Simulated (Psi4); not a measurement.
Psi4 input (wB97X-D/6-311+G**):

```
memory 1500 MB

molecule {
0 2
O    -1.65774500   -1.48902800    0.47635000
B    -0.89215700   -0.45867800   -0.00386800
O    -1.45674100    0.41901900   -0.89325500
O     0.38953600   -0.33396600    0.40738200
Si    1.61999800    0.72874900    0.08609800
H    -2.37516200    0.24429800   -1.12312400
H     1.95172500    0.70033800   -1.35472200
H     1.22563100    2.09712500    0.48463300
H     2.77821300    0.28094100    0.88336900
symmetry c1
no_reorient
no_com
}

set {
  basis 6-311+G**
  reference uks
  scf_type df
  df_basis_scf def2-universal-jkfit
  dft_radial_points 99
  dft_spherical_points 590
  e_convergence 1e-8
  d_convergence 1e-7
  maxiter 150
}

e = energy('wb97x-d')
print_out(f'\nFINAL {e:.10f} DIPOLE {variable("CURRENT DIPOLE")[0]:.6f} {variable("CURRENT DIPOLE")[1]:.6f} {variable("CURRENT DIPOLE")[2]:.6f}\n')
```

Output:

```
   => Loading Basis Set <=

    Name: 6-311+G**
    Role: ORBITAL
    Keyword: BASIS
    atoms 1, 3-4 entry O          line   171 file 6-311pgss.gbs
    atoms 2      entry B          line   108 file 6-311pgss.gbs
    atoms 5      entry SI         line   351 file 6-311pgss.gbs
    atoms 6-9    entry H          line    42 file 6-311pgss.gbs

   => WB97X-D: Empirical Dispersion <=

    Chai and Head-Gordon Dispersion Correction
    Chai, J.-D.; Head-Gordon, M. (2010), J. Chem. Phys., 132: 6615-6620

        s6 =       1.000000

         ---------------------------------------------------------
                                   SCF
               by Justin Turney, Rob Parrish, Andy Simmonett
                          and Daniel G. A. Smith
                              UKS Reference
         ---------------------------------------------------------

  ==> Geometry <==

    Molecular point group: c1
    Full point group: C1

    Geometry (in Angstrom), charge = 0, multiplicity = 2:

       Center              X                  Y                   Z               Mass
    ------------   -----------------  -----------------  -----------------  -----------------
         O           -1.657745000000    -1.489028000000     0.476350000000    15.994914619570
         B           -0.892157000000    -0.458678000000    -0.003868000000    11.009305360000
         O           -1.456741000000     0.419019000000    -0.893255000000    15.994914619570
         O            0.389536000000    -0.333966000000     0.407382000000    15.994914619570
         SI           1.619998000000     0.728749000000     0.086098000000    27.976926534650
         H           -2.375162000000     0.244298000000    -1.123124000000     1.007825032230
         H            1.951725000000     0.700338000000    -1.354722000000     1.007825032230
         H            1.225631000000     2.097125000000     0.484633000000     1.007825032230
         H            2.778213000000     0.280941000000     0.883369000000     1.007825032230

  Running in c1 symmetry.

  Rotational constants: A =      0.31556  B =      0.07784  C =      0.06384 [cm^-1]
  Rotational constants: A =   9460.30930  B =   2333.71453  C =   1913.81214 [MHz]
  Nuclear repulsion =  211.697411588208865

  Charge       = 0
  Multiplicity = 2
  Electrons    = 47
  Nalpha       = 24
  Nbeta        = 23

  ==> Algorithm <==

  SCF Algorithm Type is DF.
  DIIS enabled.
  MOM disabled.
[...]
      10A     -1.164410    11A     -1.123612    12A     -1.054154
      13A     -0.700687    14A     -0.666720    15A     -0.567802
      16A     -0.550803    17A     -0.531794    18A     -0.490429
      19A     -0.467418    20A     -0.466238    21A     -0.425549
      22A     -0.416932    23A     -0.406574

    Beta Virtual:

      24A     -0.107684    25A      0.043111    26A      0.057731
      27A      0.071206    28A      0.079434    29A      0.086048
      30A      0.099479    31A      0.100445    32A      0.122529
      33A      0.127485    34A      0.128151    35A      0.152294
      36A      0.167446    37A      0.183642    38A      0.208111
      39A      0.228476    40A      0.253034    41A      0.262955
      42A      0.281469    43A      0.291025    44A      0.291698
      45A      0.304156    46A      0.305051    47A      0.333063
      48A      0.334443    49A      0.346593    50A      0.349551
      51A      0.372152    52A      0.386391    53A      0.425357
      54A      0.452160    55A      0.459543    56A      0.478132
      57A      0.488095    58A      0.516800    59A      0.523784
      60A      0.561706    61A      0.584041    62A      0.663036
      63A      0.664308    64A      0.672161    65A      0.676938
      66A      0.754799    67A      0.784431    68A      0.909610
      69A      0.939695    70A      0.992091    71A      1.003859
      72A      1.040473    73A      1.040620    74A      1.102062
      75A      1.111640    76A      1.151127    77A      1.163924
      78A      1.175119    79A      1.218782    80A      1.242703
      81A      1.261056    82A      1.275889    83A      1.315477
      84A      1.356669    85A      1.356824    86A      1.418089
      87A      1.433307    88A      1.459961    89A      1.483182
      90A      1.540380    91A      1.545488    92A      1.582924
      93A      1.635661    94A      1.672274    95A      1.709601
      96A      1.737698    97A      1.776583    98A      1.913767
      99A      1.949872   100A      1.993313   101A      2.143451
     102A      2.191416   103A      2.211177   104A      2.495125
     105A      2.546714   106A      2.596372   107A      2.657073
     108A      2.744147   109A      2.795278   110A      2.889171
     111A      2.943743   112A      2.956829   113A      2.970577
     114A      3.057299   115A      3.123842   116A      3.145966
     117A      3.247909   118A      3.285607   119A      3.478941
     120A      3.489954   121A      3.550710   122A      3.708902
     123A      3.742644   124A      3.957233   125A      5.033761
     126A      5.061073   127A      5.083115   128A      5.172424
     129A      5.188685   130A      5.218838   131A      5.447228
     132A      5.557236   133A      5.714472   134A      5.808360
     135A     11.528359   136A     11.544392   137A     11.620546
     138A     14.812047   139A     49.923677   140A     50.002284
     141A     50.005582   142A    141.339917

    Final Occupation by Irrep:
              A
    DOCC [    23 ]
    SOCC [     1 ]
    NA   [    24 ]
    NB   [    23 ]

  @DF-UKS Final Energy:  -542.52437495752827

   => Energetics <=

    Nuclear Repulsion Energy =            211.6974115882088654
    One-Electron Energy =               -1168.7702675451130290
    Two-Electron Energy =                 451.6358751783117782
    DFT Exchange-Correlation Energy =     -37.0848484820137330
    Empirical Dispersion Energy =          -0.0025456969222492
    VV10 Nonlocal Energy =                  0.0000000000000000
    Total Energy =                       -542.5243749575282663

  UHF NO Occupations:
  HONO-2 :   22  A 1.9994252
  HONO-1 :   23  A 1.9993938
  HONO-0 :   24  A 1.0000000
  LUNO+0 :   25  A 0.0006062
  LUNO+1 :   26  A 0.0005748
  LUNO+2 :   27  A 0.0003445
  LUNO+3 :   28  A 0.0002207

Computation Completed

Properties will be evaluated at   0.000000,   0.000000,   0.000000 [a0]

Properties computed using the SCF density matrix

 Multipole Moments:

 ------------------------------------------------------------------------------------
     Multipole            Electronic (a.u.)      Nuclear  (a.u.)        Total (a.u.)
 ------------------------------------------------------------------------------------

 L = 1.  Multiply by 2.5417464519 to convert [e a0] to [Debye]
 Dipole X            :         -0.1257014           -0.0000113           -0.1257128
 Dipole Y            :          0.4252955           -0.0000038            0.4252917
 Dipole Z            :         -0.3725937            0.0000076           -0.3725861
 Magnitude           :                                                    0.5792211

 ------------------------------------------------------------------------------------

FINAL -542.5243749575 DIPOLE -0.125713 0.425292 -0.372586

*** Psi4 exiting successfully. Buy a developer a beer!
```

The geometry given is a B3LYP-D3(BJ)/def2-TZVP minimum.
